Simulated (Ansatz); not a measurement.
Reactions of AlH$_{8}$NOSi$_{2}$ (`O[SiH2]N[SiH2][AlH2]`).

Calculated with Ansatz (gas phase, PBE0-D4/def2-TZVP geometries, no zero-point term in ΔE). CCSD(T)/CBS is the MP2 limit (def2-TZVPP, def2-QZVPP) plus CCSD(T) − MP2 in def2-TZVPP, frozen cores. This one scheme is used for every species. Double bonds are as drawn, so ΔE can hold a change between cis and trans. DFT in def2-TZVPP. For Ga outer-core shells are correlated without core-valence functions, which leaves a few kJ/mol of doubt a bond. Scalar relativity is left out up to krypton. One conformer a species, not always the lowest.

| reaction | CCSD(T)/CBS(def2) (kcal/mol) |
| --- | --- |
| `O[SiH2]N[SiH2][AlH2]` + `F[Si](S)(Cl)Cl` → `O[SiH2]S[Si](F)(Cl)Cl` + `N[SiH2][AlH2]` | ? |
| `O[SiH2]N[SiH2][AlH2]` + `C=CCl` → `[AlH2]/[CH]=C/Cl` + `O[SiH2]N[SiH3]` | -6.8 |
| `O[SiH2]N[SiH2][AlH2]` + `S[SiH2]Cl` → `O[SiH2]S[SiH2]Cl` + `N[SiH2][AlH2]` | 0.0 |
| `O[SiH2]N[SiH2][AlH2]` + `C/C=C/N` → `C/C=C\[NH][AlH2]` + `O[SiH2]N[SiH3]` | -27.4 |
| `O[SiH2]N[SiH2][AlH2]` + `N[SiH2]N` → `N[SiH2]N[SiH2]O` + `N[SiH2][AlH2]` | ? |
| `O[SiH2]N[SiH2][AlH2]` + `C#C` → `C#C[SiH2]O` + `N[SiH2][AlH2]` | 8.6 |
| `O[SiH2]N[SiH2][AlH2]` + `C=C` → `C=C[SiH2]N[SiH2]O` + `[AlH3]` | -2.3 |
| `O[SiH2]N[SiH2][AlH2]` + `C1N[SiH2]1` → `[AlH2][N]1C[SiH2]1` + `O[SiH2]N[SiH3]` | -30.0 |
| `O[SiH2]N[SiH2][AlH2]` + `C[SiH2]N` → `C[SiH2][NH][AlH2]` + `O[SiH2]N[SiH3]` | ? |
| `O[SiH2]N[SiH2][AlH2]` + `[CH2]1[S][GaH]1` → `O[SiH2][Ga]1[CH2][S]1` + `N[SiH2][AlH2]` | 11.7 |

Fill in the missing values. (Estimate.)

Computed: `O[SiH2]N[SiH2][AlH2]` + `F[Si](S)(Cl)Cl` → `O[SiH2]S[Si](F)(Cl)Cl` + `N[SiH2][AlH2]`: -0.3 kcal/mol; `O[SiH2]N[SiH2][AlH2]` + `N[SiH2]N` → `N[SiH2]N[SiH2]O` + `N[SiH2][AlH2]`: 0.0 kcal/mol; `O[SiH2]N[SiH2][AlH2]` + `C[SiH2]N` → `C[SiH2][NH][AlH2]` + `O[SiH2]N[SiH3]`: -28.5 kcal/mol.

Largest T1 diagnostic: 0.015, for `O[SiH2][Ga]1[CH2][S]1`.
